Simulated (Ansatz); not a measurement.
`C[SiH](O)I` + `O[SiH](O)O` → `C[SiH](O)O[SiH](O)O` + HI  (ligand exchange at the Si–I bond)

Program: Ansatz. Geometries: PBE0-D4/def2-TZVP. ΔE: electronic, gas phase. CBS: MP2 limit from def2 TZ/QZ plus the TZ coupled-cluster correction, frozen cores. DFT in def2-TZVPP. Elements past krypton have def2 core potentials. For I outer-core shells are correlated without core-valence functions, which leaves a few kJ/mol of doubt a bond. Each species was taken in one conformer, which may not be the lowest.

CCSD(T)/CBS gives -9.3 kcal/mol.

(1) Another level gave -11.9 kcal/mol. Which?
A. PBE/def2-TZVPP
B. B2PLYP/def2-TZVPP
C. MP2/def2-TZVPP
D. CCSD/def2-TZVPP

Largest T1 diagnostic among the species: 0.011.

## Answers

(1) D. CCSD/def2-TZVPP -11.9, B2PLYP -10.2, PBE -6.0, MP2/def2-TZVPP -8.9 kcal/mol.

The D4 term adds −1.0 kcal/mol with B3LYP and −0.7 kcal/mol with PBE0; it sums over pairs of atoms, weighted by their polarisabilities, and B3LYP, whose exchange is more repulsive, gets the larger term. From PBE to PBE0 (25 % exact exchange), in def2-TZVPP and without D4, ΔE moves by −1.0 kcal/mol. In def2-TZVPP, CCSD(T) changes the Hartree–Fock value by +0.7 kcal/mol (the triples alone add +0.4 kcal/mol) and MP2 by +3.2 kcal/mol.

B3LYP here is the variant with VWN-RPA as its local correlation; programs differ in this.
